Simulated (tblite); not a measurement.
Compound: C₆H₁₁ClN₂Si.
Geometry (GFN2-xTB, Å), atoms numbered from 1 in this order:
```
atom  x, y, z in Å
C1     0.466    2.848    1.361
N2    -0.199    1.808    1.530
Si3    0.067    0.154    1.101
Cl4    0.679   -0.706    2.854
C5     1.333   -0.239   -0.183
C6     2.200   -0.453   -0.991
C7     3.224   -0.727   -1.972
N8    -1.454   -0.372    0.514
C9    -2.700    0.029    1.122
C10   -1.599   -1.529   -0.330
H11    0.089    3.787    1.760
H12    1.422    2.900    0.832
H13    2.813   -1.331   -2.780
H14    4.048   -1.269   -1.507
H15    3.602    0.208   -2.385
H16   -3.112   -0.774    1.745
H17   -3.431    0.268    0.343
H18   -2.539    0.908    1.739
H19   -2.344   -1.330   -1.106
H20   -1.927   -2.404    0.243
H21   -0.649   -1.760   -0.806
```

Computed with GFN2-xTB (tblite): harmonic, unscaled wavenumbers at the GFN2-xTB geometry, gas phase. This tight-binding method is rough: wavenumbers can miss measured ones by several per cent, in bad cases by 10 to 20. One conformer, not necessarily the lowest. The optimisation stopped once no atom felt more than 0.01 eV/Å.

Lowest wavenumbers of the output (negative numbers stand for imaginary wavenumbers):
```
mode    cm-1
  1     -25.6
  2      23.8
  3      50.6
  4      56.4
  5      71.0
  6      93.3
  7     124.1
  8     153.8
  9     163.7
 10     195.9
```

**Question.** Is this structure a minimum?

**Answer.** Not by this Hessian. 1 mode is imaginary beyond 20i (26i cm⁻¹), so at this level the point lies at or near a first-order saddle. The curvature is small, so loose convergence or finite differences may be the whole cause.

**Question.** Which atoms move in the imaginary mode?

**Answer.** 26i: H15 (methyl hydrogen) 33 %, H14 (methyl hydrogen) 33 %, H13 (methyl hydrogen) 33 %. These are shares of the mass-weighted motion.

**Question.** What is the remedy?

**Answer.** Step along that mode in both directions, optimise again with tighter thresholds and repeat the frequencies. The zero-point energy of this point (99.7 kcal/mol) counts the 56 real modes alone, and thermal corrections from it aren't those of a minimum.
